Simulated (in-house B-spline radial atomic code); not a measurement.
Atomic self-consistent-field run: Pr (an excited or competing configuration). All numbers are computed (scalar-relativistic (X2C) TPSSh, spin-polarised, spherical fractional occupations, exact exchange averaged over the configuration; Fermi nucleus of rms radius 4.8919 fm) with a radial B-spline atomic code at the basis-set limit, not measured.

Command:
```bash
python run_scf.py task.json out
```
Settings (nuclear radius in fm, mass in u):
```
Z                59
configuration    [Xe] 4f3 6s1 7d1
hamiltonian      x2c
method           tpssh
spin_polarised   True
nucleus          fermi
rms_radius       4.8919
atomic_mass      140.90766
speed_of_light   137.035999084
exact_exchange   averaged over the configuration
```

Output (hartree, bohr):
```
 radial grid: 92 intervals, B-splines of order 8, outer radius 144.5 bohr

 iter        energy (Eh)    residual
    1       -9236.069433    9.91e-02
    2       -9236.074583    1.76e-03
    3       -9236.074703    8.57e-04
    4       -9236.074733    5.05e-04
    5       -9236.074742    1.85e-04
    6       -9236.074744    1.00e-04
    7       -9236.074747    4.67e-05
    8       -9236.074749    2.31e-05
    9       -9236.074749    1.71e-05
   10       -9236.074749    9.18e-06
   11       -9236.074749    2.22e-06
   12       -9236.074749    6.14e-07
   13       -9236.074749    2.45e-07

 total energy                     -9236.07475
 kinetic                            9936.8480
 electron-nucleus                 -22534.7508
 Hartree                            3580.0388
 exact exchange                      -21.4252
 exchange-correlation               -196.7855

 orbital      occ     eigenvalue          <r>       <r^2>       <1/r>       r_max
 1s up      1.000     -1536.1503     0.023418 0.000755298     68.7185     0.01462
 1s down    1.000     -1536.1499     0.023418 0.000755299     68.7185     0.01462
 2s up      1.000      -247.6657     0.102402   0.0124379     15.7678     0.08707
 2s down    1.000      -247.6655     0.102402   0.0124378     15.7679     0.08707
 2p up      3.000      -221.8005    0.0901667  0.00993997     14.2102     0.06986
 2p down    3.000      -221.8004    0.0901663  0.00993986     14.2102     0.06986
 3s up      1.000       -53.8116     0.271724   0.0845032     5.63061       0.249
 3s down    1.000       -53.7874     0.271633   0.0844446      5.6329      0.2489
 3p up      3.000       -45.5544     0.269862   0.0845126     5.18084      0.2436
 3p down    3.000       -45.5286     0.269746   0.0844373     5.18318      0.2436
 3d up      5.000       -33.8337     0.247563   0.0722116     4.87441      0.2006
 3d down    5.000       -33.8103     0.247406   0.0721098     4.87682      0.2006
 4s up      1.000       -10.9502     0.622988    0.437926     2.30649      0.5796
 4s down    1.000       -10.8713     0.622703    0.437517     2.30742      0.5792
 4p up      3.000        -8.2384     0.659464    0.494514     2.09502      0.6046
 4p down    3.000        -8.1548     0.659071    0.493944     2.09624      0.6041
 4d up      5.000        -4.3167     0.728289    0.615681     1.81843      0.6362
 4d down    5.000        -4.2229     0.728014    0.615449     1.81935      0.6353
 5s up      1.000        -1.6579      1.51008     2.56276    0.880692       1.355
 5s down    1.000        -1.6010      1.52234     2.60404    0.871306       1.363
 5p up      3.000        -0.9927      1.75744     3.50312    0.742284        1.53
 5p down    3.000        -0.9455      1.77206     3.55871    0.733871       1.542
 4f up      3.000        -0.2475      1.14978     1.82862     1.19676      0.6904
 6s up      1.000        -0.2541      4.12289     19.0423    0.304373        3.67
 7d up      1.000        -0.0213      21.3025     510.951   0.0652257       23.15
```

Run time, properties included: 2.3 s on 1 thread of Intel(R) Xeon(R) Platinum 8488C (shared host).

One-electron X2C: radii and densities carry no picture-change correction, so inner-shell <1/r> comes out high (for 1s by about 2 % at Z = 33, 5 % at 54, 10 % at 75, 30 % at 118) and <r> low.
